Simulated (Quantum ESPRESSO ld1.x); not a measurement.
Results of a calculation; reference values are marked as such.
One sound ld1.x (Quantum ESPRESSO 7.5) input for neutral scandium gives E = -764.057 hartree in 28 iterations:

```
 &input
    zed=21.0,
    iswitch=1,
    rel=1,
    dft='PBE',
    config='[Ar] 3d1 4s2',
    prefix='ld1',
    max_out_wfc=37,
    file_charge='ld1.rho',
 /
```

Changed or added lines, one case at a time, and what came of them:

- atom='Xx' (without zed): crashed. The symbol names no element; the program warns, takes a nuclear charge of zero and dies without a result.
- config='[Ar] 3d1 4s2 5g1': refused. The program stops in el_config with "l not found:G": the config string knows s, p, d and f alone.
- zed=118.0: refused. The program stops in ld1_readin with "wrong nuclear charge zed: 118.00": zed must lie above 0 and at most 103.
- iswitch=7: refused. The program stops in ld1_readin with "wrong iswitch": iswitch takes 1 to 4.
- atom='Sc': harmless. atom and zed name the same element, and the result equals that of the sound run.
- lsd=2: refused. The program stops in ld1_readin with "lsd not correct": lsd takes 0 or 1.
- config='[Ar] 3d1 4s2 1s1': refused. The program stops in el_config with "wavefunction 1S found too many times": the bracketed core already holds 1s.
